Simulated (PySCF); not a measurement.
Species: allyl methyl sulfone, C₄H₈O₂S.
Geometry (PBE0-D3(BJ)/def2-SVP, Å), atoms numbered from 1 in this order:
```xyz
15
C4H8O2S angstrom
C      1.9962    1.0986   -0.3702
C      1.4351   -0.1119   -0.3808
C      0.1431   -0.4271   -1.0456
S     -1.1092   -1.0100    0.1220
C     -1.4395    0.3983    1.1647
O     -2.3184   -1.2903   -0.6453
O     -0.4872   -2.0448    0.9463
H      1.5344    1.9496   -0.8817
H      2.9459    1.2791    0.1394
H      1.9125   -0.9483    0.1409
H      0.2148   -1.2902   -1.7285
H     -0.2950    0.4188   -1.5953
H     -0.5133    0.7187    1.6571
H     -1.8811    1.2000    0.5596
H     -2.1660    0.0343    1.9035
```

Computed with TDDFT PBE0/def2-SVPD, vertical, gas phase, core orbitals frozen in the response in PySCF.

Ground-to-excited transition dipoles (e·a0, same axes as the geometry; the sign carries no meaning), for the states with f of 0.002 or more among the lowest 6:

```tsv
state	E (eV)	μx	μy	μz
S1	6.426	0.838	0.649	-0.143
S2	6.953	-0.282	-0.260	-0.013
S4	7.424	-0.470	-0.498	-0.055
S5	7.514	0.426	0.607	0.055
S6	7.693	-0.123	-0.017	0.123
```

(1) Work out the oscillator strengths.

(2) Which bond between heavy atoms lies closest to the direction of the S1 transition dipole?

(3) What angle do the transition dipoles of S1 and S2 make?

(4) How is the summed strength of these states shared among x, y and z?

(5) What peak molar absorption coefficient would the strongest computed level give as a lone Gaussian band 0.4 eV wide at half height?

## Answers

(1) f = (2/3) ΔE |μ|² with ΔE in hartree (27.2114 eV).

```json
{"state": "S1", "|μ|² (au)": "1.143", "|μ| (D)": "2.72", "f": "0.180"}
{"state": "S2", "|μ|² (au)": "0.147", "|μ| (D)": "0.98", "f": "0.025"}
{"state": "S4", "|μ|² (au)": "0.473", "|μ| (D)": "1.75", "f": "0.086"}
{"state": "S5", "|μ|² (au)": "0.554", "|μ| (D)": "1.89", "f": "0.102"}
{"state": "S6", "|μ|² (au)": "0.031", "|μ| (D)": "0.45", "f": "0.006"}
```

(2) C1–C2, at 28° from it; next C3–S4 at 34°.

(3) |cos θ| = |μa·μb| / (|μa| |μb|) = 0.98, so θ ≈ 11° (taken between 0 and 90°, since the signs are arbitrary).

(4) (2/3) Σ ΔE μα² gives 0.201 for x, 0.191 for y and 0.007 for z, 0.399 in all.

(5) ε(max) = 2.175×10⁸ f / FWHM, with the width in cm⁻¹. S1: 2.175×10⁸ × 0.1800 / 3226 ≈ 12000 L mol⁻¹ cm⁻¹.

One conformer stands for the species.
